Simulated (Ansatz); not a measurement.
Consider the isomerisation: `B[Si](O)(F)OC` → `OB([SiH3])OCF`.

Computed with Ansatz on PBE0-D4/def2-TZVP structures; ΔE is electronic, products minus reactants. CCSD(T)/CBS is the MP2 limit (def2-TZVPP, def2-QZVPP) plus CCSD(T) − MP2 in def2-TZVPP, frozen cores. DFT in def2-TZVPP. B3LYP here is the variant with VWN-RPA as its local correlation; programs differ in this. Each species was taken in one conformer, which may not be the lowest.

`B[Si](O)(F)OC`:

Z-matrix (Å, degrees):
```
Si
O 1 1.627
F 1 1.605 2 110.7
B 1 2.005 2 110.7 3 -116.7
O 1 1.633 2 106.6 3 116.5
H 2 0.959 1 117.6 3 -83.3
H 4 1.194 1 121.4 2 29.2
H 4 1.196 1 121.3 2 -152.0
C 5 1.411 1 124.8 2 -171.4
H 9 1.094 5 111.1 1 66.4
H 9 1.096 5 111.5 1 -55.0
H 9 1.091 5 108.2 1 -174.2
```

`OB([SiH3])OCF`:

```xyz
12

O     1.587   -0.256    0.248
B     0.233   -0.270    0.251
Si   -0.776   -1.333    1.655
O    -0.529    0.424   -0.669
C    -0.001    1.363   -1.524
F     1.006    0.816   -2.302
H     1.983    0.163   -0.525
H    -1.628   -0.425    2.473
H    -1.677   -2.323    1.002
H     0.146   -2.061    2.567
H    -0.789    1.700   -2.199
H     0.445    2.201   -0.976
```

| level | ΔE (kJ/mol) | difference from CCSD(T)/CBS |
| --- | --- | --- |
| PBE-D4 | 94.4 | -41.7 |
| r2SCAN-D4 | 118.2 | -17.9 |
| PBE0-D4 | 108.3 | -27.8 |
| B3LYP-D4 | 121.7 | -14.4 |
| ωB97X-V | 120.7 | -15.4 |
| ωB97M-V | 123.3 | -12.8 |
| B2PLYP | 127.6 | -8.5 |
| PBE | 92.6 | -43.5 |
| r2SCAN | 117.8 | -18.3 |
| PBE0 | 106.8 | -29.3 |
| B3LYP | 118.8 | -17.3 |
| HF/def2-TZVPP | 148.3 | 12.2 |
| MP2/def2-TZVPP | 138.2 | 2.1 |
| SCS-MP2/def2-TZVPP | 138.5 | 2.4 |
| CCSD/def2-TZVPP | 132.1 | -4.0 |
| CCSD(T)/def2-TZVPP | 125.6 | -10.5 |
| HF/def2-QZVPP | 152.5 | 16.4 |
| MP2/def2-QZVPP | 145.7 | 9.6 |
| SCS-MP2/def2-QZVPP | 145.9 | 9.8 |
| HF/CBS(def2) | 153.1 | 17.0 |
| MP2/CBS(def2) | 148.7 | 12.6 |
| CCSD/CBS(def2) | 142.6 | 6.5 |
| CCSD(T)/CBS | 136.1 | 0 |

Largest T1 diagnostic among the species: 0.013.

From PBE to PBE0 (25 % exact exchange), in def2-TZVPP and without D4, ΔE moves by +14.1 kJ/mol. In def2-TZVPP, CCSD(T) changes the Hartree–Fock value by −22.7 kJ/mol (the triples alone add −6.5 kJ/mol) and MP2 by −10.0 kJ/mol.
